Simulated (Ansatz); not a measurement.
Ansatz (an electronic-structure program) job for C4H5Si, SMILES [C]1=CC=C[SiH2]1, multiplicity 2, PBE-D3(BJ)/def2-SVP. 

Ansatz 0.2 input:
```yaml
crystal:
  periodic: [false, false, false]
  atoms:
    - {symbol: C, position_ang: [1.36883305, 0.12557143, -0.00000000]}
    - {symbol: C, position_ang: [0.79265770, 1.32958567, -0.00000000]}
    - {symbol: C, position_ang: [-0.69828808, 1.28491101, -0.00000000]}
    - {symbol: C, position_ang: [-1.29025287, 0.06960321, -0.00000000]}
    - {symbol: Si, position_ang: [0.07505041, -1.22545186, 0.00000000]}
    - {symbol: H, position_ang: [1.31959793, 2.29115174, -0.00000000]}
    - {symbol: H, position_ang: [-1.25960695, 2.22695319, -0.00000000]}
    - {symbol: H, position_ang: [-2.37603434, -0.04702228, 0.00000000]}
    - {symbol: H, position_ang: [0.11381942, -2.08639222, -1.21772931]}
    - {symbol: H, position_ang: [0.11381942, -2.08639222, 1.21772931]}
basis:
  gaussian:
    orbitals: def2-SVP
hamiltonian:
  xc: pbe
  dispersion: d3bj
magnetization: {spin_polarized: true, initial_magnetization: 1}
relax: {f_tol: 0.002, max_steps: 200}
```

Log of the run:

```
WARN ansatz: RAYON_NUM_THREADS=1 ignored (pool sized by the plan → 1); use --threads N
Functional definition: PBE
integrals: 0.04 GiB planned
1118 factors; their error is unknown
mean field: 0.33 GiB planned
mean field evaluation 1: about -12079.5190 eV, gradient 3.9e1 eV
mean field evaluation 2: about -12064.2416 eV, gradient 6.4e1 eV
mean field evaluation 4: about -12087.8686 eV, gradient 8.8e0 eV
mean field evaluation 8: about -12088.2856 eV, gradient 2.9e-1 eV
mean field evaluation 16: about -12088.2075 eV, gradient 2.4e-3 eV
mean field -12088.20747107 eV, -444.2334308806 hartree, gradient 3.8e-5 eV, S^2 0.764059; 0 other end points of the search recorded, 0 dependent functions left out
the calculation of the forces begins
reference -12088.20750346 eV, -444.2334320708 hartree; 22, 21 occupied and 77, 78 virtual orbitals, 1118 factors
relax step   1: F+E_penalty+E_count = -12088.45717308 eV  Δ(F+E_penalty+E_count) = +0.000e0 eV  max|allowed force component| = 4.171e-1 eV/Å  Δτ_max = 0.0000 Å  (38 SCF iters, accepted)
these checks for a lower state are left out or cut short: starts, cluster_reference, orbital_swaps, neighbouring_geometries, increment
integrals: 0.04 GiB planned
1118 factors; their error is unknown
mean field: 0.33 GiB planned
mean field -12088.22232754 eV, -444.2339768458 hartree, gradient 2.5e-5 eV, S^2 0.764760; 0 other end points of the search recorded, 0 dependent functions left out
the calculation of the forces begins
reference -12088.22236007 eV, -444.2339780410 hartree; 22, 21 occupied and 77, 78 virtual orbitals, 1118 factors
relax step   2: F+E_penalty+E_count = -12088.47145397 eV  Δ(F+E_penalty+E_count) = -1.428e-2 eV  max|allowed force component| = 1.198e-1 eV/Å  Δτ_max = 0.0124 Å  (41 SCF iters, accepted)
these checks for a lower state are left out or cut short: starts, cluster_reference, orbital_swaps, neighbouring_geometries, increment
integrals: 0.04 GiB planned
1118 factors; their error is unknown
mean field: 0.33 GiB planned
mean field evaluation 32: about -12088.3069 eV, gradient 3.1e-1 eV
mean field -12088.22375719 eV, -444.2340293843 hartree, gradient 2.3e-5 eV, S^2 0.764996; 0 other end points of the search recorded, 0 dependent functions left out
the calculation of the forces begins
reference -12088.22378976 eV, -444.2340305813 hartree; 22, 21 occupied and 77, 78 virtual orbitals, 1118 factors
relax step   3: F+E_penalty+E_count = -12088.47264690 eV  Δ(F+E_penalty+E_count) = -1.193e-3 eV  max|allowed force component| = 1.968e-2 eV/Å  Δτ_max = 0.0050 Å  (34 SCF iters, accepted)
these checks for a lower state are left out or cut short: starts, cluster_reference, orbital_swaps, neighbouring_geometries, increment
integrals: 0.04 GiB planned
1118 factors; their error is unknown
mean field: 0.33 GiB planned
mean field -12088.22377935 eV, -444.2340301987 hartree, gradient 5.3e-5 eV, S^2 0.764992; 0 other end points of the search recorded, 0 dependent functions left out
the calculation of the forces begins
reference -12088.22381192 eV, -444.2340313958 hartree; 22, 21 occupied and 77, 78 virtual orbitals, 1118 factors
relax step   4: F+E_penalty+E_count = -12088.47265863 eV  Δ(F+E_penalty+E_count) = -1.173e-5 eV  max|allowed force component| = 5.317e-3 eV/Å  Δτ_max = 0.0005 Å  (27 SCF iters, accepted)
these checks for a lower state are left out or cut short: starts, cluster_reference, orbital_swaps, neighbouring_geometries, increment
integrals: 0.04 GiB planned
1118 factors; their error is unknown
mean field: 0.33 GiB planned
mean field -12088.22377931 eV, -444.2340301972 hartree, gradient 5.7e-5 eV, S^2 0.764980; 0 other end points of the search recorded, 0 dependent functions left out
the calculation of the forces begins
reference -12088.22381188 eV, -444.2340313942 hartree; 22, 21 occupied and 77, 78 virtual orbitals, 1118 factors
relax step   5: F+E_penalty+E_count = -12088.47265908 eV  Δ(F+E_penalty+E_count) = -4.487e-7 eV  max|allowed force component| = 5.713e-3 eV/Å  Δτ_max = 0.0004 Å  (27 SCF iters, accepted)
these checks for a lower state are left out or cut short: starts, cluster_reference, orbital_swaps, neighbouring_geometries, increment
integrals: 0.04 GiB planned
1118 factors; their error is unknown
mean field: 0.33 GiB planned
mean field -12088.22377978 eV, -444.2340302145 hartree, gradient 3.2e-5 eV, S^2 0.764986; 0 other end points of the search recorded, 0 dependent functions left out
the calculation of the forces begins
reference -12088.22381235 eV, -444.2340314115 hartree; 22, 21 occupied and 77, 78 virtual orbitals, 1118 factors
relax step   6: F+E_penalty+E_count = -12088.47265984 eV  Δ(F+E_penalty+E_count) = -7.621e-7 eV  max|allowed force component| = 6.688e-4 eV/Å  Δτ_max = 0.0002 Å  (26 SCF iters, accepted)
integrals: 0.04 GiB planned
1118 factors; their error is unknown
mean field: 0.33 GiB planned
mean field evaluation 64: about -12088.3028 eV, gradient 1.6e-1 eV
mean field -12088.22377978 eV, -444.2340302145 hartree, gradient 3.2e-5 eV, S^2 0.764986; 1 other end points of the search recorded, 0 dependent functions left out
the calculation of the forces begins
reference -12088.22381235 eV, -444.2340314115 hartree; 22, 21 occupied and 77, 78 virtual orbitals, 1118 factors
Total energy: -12088.47269242 eV, -444.2431775852 hartree
Atom 0 at     1.379234     0.123066     0.000000 Å, force     0.000298    -0.000211     0.000000 eV/Å
Atom 1 at     0.798262     1.335527    -0.000000 Å, force    -0.000665     0.000052    -0.000000 eV/Å
Atom 2 at    -0.699142     1.292465    -0.000000 Å, force     0.000669     0.000132     0.000000 eV/Å
Atom 3 at    -1.298949     0.067632    -0.000000 Å, force    -0.000217     0.000211    -0.000000 eV/Å
Atom 4 at     0.075945    -1.232750    -0.000000 Å, force    -0.000038     0.000137     0.000000 eV/Å
Atom 5 at     1.325527     2.306674     0.000000 Å, force    -0.000015    -0.000095     0.000000 eV/Å
Atom 6 at    -1.261430     2.243810    -0.000000 Å, force    -0.000063    -0.000141    -0.000000 eV/Å
Atom 7 at    -2.392162    -0.052299     0.000000 Å, force    -0.000057    -0.000101     0.000000 eV/Å
Atom 8 at     0.116155    -2.100804    -1.225922 Å, force     0.000044     0.000008     0.000036 eV/Å
Atom 9 at     0.116155    -2.100804     1.225922 Å, force     0.000044     0.000008    -0.000036 eV/Å
Dipole moment:    -0.203597     0.098704    -0.000000 e Å
```

The calculation finished and met its thresholds.

Cost: around 19 core-seconds (rough).
